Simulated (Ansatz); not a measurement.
Consider the ligand exchange at the Al–C bond: `C[CH2][Al]([CH3])[Cl]` + HCl → `C[CH2][Al]([Cl])[Cl]` + CH₄.

Isolated molecules relaxed with PBE0-D4/def2-TZVP in Ansatz; ΔE leaves out vibrations. CCSD(T)/CBS is the MP2 limit (def2-TZVPP, def2-QZVPP) plus CCSD(T) − MP2 in def2-TZVPP, frozen cores. This one scheme is used for every species. Functionals use def2-TZVPP. B3LYP here is the variant with VWN-RPA as its local correlation; programs differ in this. Each species was taken in one conformer, which may not be the lowest.

```
        level  ΔE (kJ/mol)
      PBE0-D4       -168.3
     B3LYP-D4       -171.6
          PBE       -164.6
       revPBE       -165.5
      LC-ωPBE       -167.5
  HF/def2-SVP       -189.2
 MP2/def2-SVP       -180.5
HF/def2-QZVPP       -184.3
```

Task: What does CCSD(T)/CBS give? (Estimate.)

Result: The calculation gave: -170.7 kJ/mol. The listed levels differ from it by 2.4, -0.9, 6.1, 5.2, 3.2, -18.5, -9.8, -13.6 kJ/mol.

Largest T1 diagnostic among the species: 0.009.

Leaving LDA and LC-ωPBE aside and taking each functional with its dispersion term where it has one, the values, not all of them listed here, spread over 13.2 kJ/mol, from BHLYP-D4 to revPBE-D4. LDA lies +5.0 kJ/mol from PBE without D4. From PBE to PBE0 (25 % exact exchange), in def2-TZVPP and without D4, ΔE moves by −3.9 kJ/mol. At CCSD(T), def2-SVP lies −6.4 kJ/mol from the extrapolated value and def2-TZVPP +2.4 kJ/mol.

CCSD(T)/CBS has its own doubt, a few kJ/mol and more with outer-core shells, so smaller differences from it don't rank the levels.
